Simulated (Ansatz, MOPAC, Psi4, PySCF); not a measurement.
Molecule: AlOCl (charge 0, singlet). SMILES: [Cl][Al]=[O]
Structure (B3LYP-D3(BJ)/def2-TZVP (Ansatz, a first-principles code) minimum search):
```xyz
3

Al     0.0000     0.0000    -0.5886
O      0.0000     0.0000    -2.1853
Cl     0.0000     0.0000     1.4785
```

Property: vertical electron affinity to the doublet, in eV. Terms: 6-311+G** with 5d, 6d on Na to Ar in Ansatz; spin-orbit terms left out; non-relativistic; each state is the SCF solution reached for its charge and spin; UHF or UKS for open shells; dispersion terms only where a functional's name holds one; frozen cores in correlated levels; PM7 with its own dispersion and hydrogen-bond terms; six Cartesian d functions in 6-31G* and its kin unless marked 5d. CBS marks a two-point X^-3 extrapolation of the correlation energy; Hartree-Fock from the larger set. [CCSD(T)-MP2]/basis is that difference in the basis named. Ab initio and DFT rows: single points at B3LYP-D3(BJ) geometries (Ansatz). Semi-empirical rows: differences of heats of formation at the shared geometry for vertical values. A UHF reference is markedly spin-contaminated in at least one set, which strains HF and MP2.

Coupled cluster (Ansatz) is a level with limits of its own, used here on species with T1 under 0.025 (0.045 for open shells) and stable references: RI-MP2/CBS(aug-cc-pV(T+d)Z,aug-cc-pV(Q+d)Z)+[CCSD(T)-MP2]/aug-cc-pV(T+d)Z.

Value to compare with, RI-MP2/CBS(aug-cc-pV(T+d)Z,aug-cc-pV(Q+d)Z)+[CCSD(T)-MP2]/aug-cc-pV(T+d)Z (Ansatz): 0.97 eV.

```json
[
 {"level": "AM1", "program": "MOPAC", "vertical electron affinity to the doublet (eV)": "1.51", "difference": "0.54"},
 {"level": "PM3", "program": "MOPAC", "vertical electron affinity to the doublet (eV)": "2.65", "difference": "1.68"},
 {"level": "PM6", "program": "MOPAC", "vertical electron affinity to the doublet (eV)": "0.43", "difference": "-0.54"},
 {"level": "PM7", "program": "MOPAC", "vertical electron affinity to the doublet (eV)": "1.86", "difference": "0.89"},
 {"level": "MNDO", "program": "MOPAC", "vertical electron affinity to the doublet (eV)": "1.67", "difference": "0.70"},
 {"level": "HF/6-31G*", "program": "Ansatz", "vertical electron affinity to the doublet (eV)": "0.14", "difference": "-0.83"},
 {"level": "PBE/6-311+G**", "program": "Ansatz", "vertical electron affinity to the doublet (eV)": "1.13", "difference": "0.16"},
 {"level": "B3LYP/STO-3G", "program": "Ansatz", "vertical electron affinity to the doublet (eV)": "-5.61", "difference": "-6.58"},
 {"level": "B3LYP/3-21G", "program": "Ansatz", "vertical electron affinity to the doublet (eV)": "0.81", "difference": "-0.16"},
 {"level": "B3LYP/6-311+G**", "program": "Ansatz", "vertical electron affinity to the doublet (eV)": "1.14", "difference": "0.17"},
 {"level": "M06-2X/6-31G* (5d)", "program": "PySCF", "vertical electron affinity to the doublet (eV)": "0.81", "difference": "-0.16"},
 {"level": "wB97X-D/6-31G*", "program": "Psi4", "vertical electron affinity to the doublet (eV)": "0.67", "difference": "-0.30"},
 {"level": "MP2/6-31G*", "program": "Ansatz", "vertical electron affinity to the doublet (eV)": "0.20", "difference": "-0.77"},
 {"level": "M06-2X/def2-TZVPD", "program": "PySCF", "vertical electron affinity to the doublet (eV)": "1.10", "difference": "0.13"}
]
```

Among the 13 habitual levels, B3LYP/STO-3G lies farthest from RI-MP2/CBS(aug-cc-pV(T+d)Z,aug-cc-pV(Q+d)Z)+[CCSD(T)-MP2]/aug-cc-pV(T+d)Z (Ansatz) (-6.58 eV); 6 of 13 lie above it, and their mean absolute difference is 1.04 eV, the median 0.54. One case shows no general order.

The levels are drawn from those run, B3LYP/6-31G* more often than the rest, none by its result; left out are runs that failed, that the program found above a lower state of the same kind, or whose <S^2> lies over 0.5 above the pure value.
